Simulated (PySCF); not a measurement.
Hg⁷⁴⁺: ionisation energy

Hg⁷⁴⁺ [He] 2s2 2p2 (3P) → Hg⁷⁵⁺ [He] 2s2 2p1 (2P), as a difference of total energies. Calculation: PySCF 2.14, in an uncontracted even-tempered set (18 s from 56 bohr⁻², ratio 2.2; 13 p from 72 bohr⁻², ratio 2.2; 5 d from 270 bohr⁻², ratio 2.4; 5 f from 400 bohr⁻², ratio 2.4; 4 g from 600 bohr⁻², ratio 2.4); the spin-free X2C one-electron Hamiltonian (Gaussian nucleus). Correlated levels: nothing frozen; virtual orbitals above 40 to 60 times the deepest correlated orbital energy dropped. The calculations carry no spin-orbit coupling.

```csv
method,ionisation energy (eV)
UHF,20755.6
LDA,20745.9
PBE,20752.8
PBE0,20753.8
r2SCAN,20760.0
B3LYP,20755.0
M06,20757.5
MP2 (all electrons),20755.8
SCS-MP2 (all electrons),20755.4
```

Spin-orbit coupling is strong in these open shells (close to jj coupling). The scalar numbers leave it out and a first-order estimate fails, so it can dominate the gap to the real levels.

For this ion Breit and QED terms and the two-electron picture change, all absent here, outweigh the differences among the correlated methods.

For comparison: 22120 ± 90 eV (theoretical estimate listed by NIST; NIST Atomic Spectra Database, ionization energies).
